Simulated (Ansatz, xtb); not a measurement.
# Isomers of C6H5BrS in order of energy

3 gas-phase structures of C6H5BrS, from a drawn sample of its isomers (lower ones may exist). Each was relaxed with GFN2-xTB:

A. `Sc1cccc(Br)c1`, a singlet
B. `Sc1ccccc1Br`, a singlet
C. `Sc1ccc(Br)cc1`, a singlet

**Question.** Estimate their order in r2SCAN-D4/def2-SVP energy at these geometries, lowest first.

**Answer.** Calculated order at r2SCAN-D4/def2-SVP: B (0.0), A (0.1), C (0.4) kcal/mol. Less than 1 kcal/mol parts B and A; A and C, so the order within those pairs means little.

Energies above the lowest of each column, in kcal/mol; the last columns are at PBE0-D3(BJ)/def2-SVP geometries:

| structure | GFN2-xTB | HF/STO-3G | r2SCAN-D4/def2-SVP | PBE0-D3(BJ)/def2-SVP | CCSD(T)/def2-SVP + ΔMP2/def2-TZVPP |
| --- | --- | --- | --- | --- | --- |
| B | 1.3 | 1.4 | 0.0 | 0.0 | 0.1 |
| A | 0.0 | 0.0 | 0.1 | 0.4 | 0.0 |
| C | 0.0 | 0.1 | 0.4 | 0.6 | 0.3 |

CCSD(T)/def2-SVP + ΔMP2/def2-TZVPP has A and B and C within 1 kcal/mol of each other at the bottom, and every level picks one of them. CCSD(T)/def2-SVP + ΔMP2/def2-TZVPP orders those it was run on as A (0.0), B (0.1), C (0.3) kcal/mol. Less than 1 kcal/mol parts A and B; B and C, so the order within those pairs means little. Flexible structures stand in one conformer each, not always the lowest. ΔMP2 is the change of the MP2 energy from the smaller to the larger basis.

Programs: Ansatz 0.2.0, xtb 6.7.1.
